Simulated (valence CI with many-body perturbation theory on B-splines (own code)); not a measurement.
Values are calculated unless marked as measured or tabulated.
# Te XLVII in three bases

Level of theory: configuration interaction combined with many-body perturbation theory (CI+MBPT): four valence electrons over a frozen Dirac-Fock core [He], radial functions for each j: 9 s, 9 p, 8 d, 6 f, 3 g, 1 h, with the one-electron correlation potential Σ1 (screened to all orders), the two-electron term Σ2, the three-electron term Σ3, Breit, model QED; selected single and double excitations, second order for the rest, scaled by the run's own slope (own B-spline code, finite nucleus).

No measured spectrum was set against this ion. As an estimate, large intervals hold to a few tenths of a per cent, small ones and those within an open d or f shell to about a per cent. Among the levels kept, up to 260 cm⁻¹ of a level comes from second order outside the variational space, and about a tenth of that is noise between levels of different J, which matters for small intervals.

The reference run has the lowest level (2s^2 2p1/2^2) J=0 and an ionisation energy of 8240.70 eV. Its largest variational space holds 20000 state functions.

Levels are named by their leading jj configuration (3d3/2^4 stands for four electrons in 3d with j = 3/2), which in mixed levels can hold well under half, so a name can repeat and another be missing. Letters in brackets count levels of one name in rising energy.

Changed runs:
A. basis 6 s, 6 p, 5 d, 3 f, 1 g
B. basis 5 s, 5 p, 4 d, 2 f

Excitation energies of the reference run in cm⁻¹, and shifts in cm⁻¹:

```tsv
Level	Reference	A	B
(2s^2 2p1/2 2p3/2) J=1	2255990	-29	-198
(2s^2 2p1/2 2p3/2) J=2	2378610	+94	+138
(2s 2p1/2^2 2p3/2) J=2	3672630	-67	-288
(2s 2p1/2^2 2p3/2) J=1	4144730	+80	+260
(2s^2 2p3/2^2) J=2	4729570	+49	-31
(2s^2 2p3/2^2) J=0	5040120	+82	+241
(2s 2p1/2 2p3/2^2) J=2 [a]	5814320	-112	-491
(2s 2p1/2 2p3/2^2) J=3	6084350	+89	+43
(2s 2p1/2 2p3/2^2) J=0	6367600	+15	+87
(2s 2p1/2 2p3/2^2) J=1 [a]	6480160	+65	+119
(2s 2p1/2 2p3/2^2) J=2 [b]	6562400	+184	+442
(2s 2p1/2 2p3/2^2) J=1 [b]	6592000	+117	+338
Ionisation energy (eV)	8240.70	-0.014	-0.09
```
